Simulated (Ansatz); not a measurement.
One reagent, a row of partners

Four-centre ligand exchange: H₂O meets different compounds of Si. Each row is one chosen step, not always the lowest open to these reactants.

Gas-phase electronic energies, without zero-point energy, by CCSD(T) at an estimated basis limit (MP2 extrapolated from triple and quadruple zeta, plus CCSD(T) − MP2 in triple zeta); Ansatz 0.2.0, def2-TZVPP and QZVPP, frozen cores, on PBE0-D4/def2-TZVP structures. Extrapolation: Hartree–Fock as exp(−7.88 √X), correlation as X^−2.97. All energies, in eV, count from the separated reactants, without counterpoise correction; the start and end structures are the complexes reached by relaxing down from the saddle, and deeper ones may exist. Brackets give SMILES, or, where every atom is bracketed, only which atoms are joined. Steps whose reference was doubtful or whose search ended elsewhere are left out.

| reactants | products | broken | formed | start structure | saddle | end structure |
| --- | --- | --- | --- | --- | --- | --- |
| SiH₂F₂ ([F][SiH2][F]) + H₂O | SiH₂OF₂ ([OH][SiH]([F])[F]) + H₂ | H–O, H–Si | H–H, O–Si | -0.147 | 1.424 | -1.085 |
| Si₂H₆O ([SiH3][O][SiH3]) + H₂O | Si₂H₆O₂ ([OH][SiH2][O][SiH3]) + H₂ | H–O, H–Si | H–H, O–Si | -0.119 | 1.569 | -0.984 |
| SiH₂Cl₂ ([Cl][SiH2][Cl]) + H₂O | SiH₂Cl₂O ([OH][SiH]([Cl])[Cl]) + H₂ | H–O, H–Si | H–H, O–Si | -0.151 | 1.591 | -0.974 |
| SiNH₅ ([NH2][SiH3]) + H₂O | SiNH₅O ([NH2][SiH2][OH]) + H₂ | H–O, H–Si | H–H, O–Si | -0.074 | 1.397 | -0.953 |
| SiH₃Cl ([SiH3][Cl]) + H₂O | SiH₃ClO ([OH][SiH2][Cl]) + H₂ | H–O, H–Si | H–H, O–Si | -0.151 | ? | -0.866 |
| CH₆Si ([CH3][SiH3]) + H₂O | CH₆OSi ([CH3][SiH2][OH]) + H₂ | H–O, H–Si | H–H, O–Si | -0.088 | 1.708 | -0.767 |

Problem. What is the height of the saddle for SiH₃Cl ([SiH3][Cl]) + H₂O? (To be estimated.)

Solution. Computed: 1.646 eV relative to the separated reactants, between the members at 1.591 and 1.708; above its start structure the barrier is 1.646 − (-0.151) ≈ 1.797 eV.

No T1 diagnostic of these runs exceeds 0.013.

For scale, one of the runs: CCSD(T)/def2-TZVPP, 258 basis functions, launched by `ansatz run in.yaml --threads 4 --pin off --events-out ev --progress --plain --max-ram 9574MiB`. The run took 2.6 min on 4 CPU threads of an Intel Xeon (shared host), with 5.7 GiB of host memory at its peak.
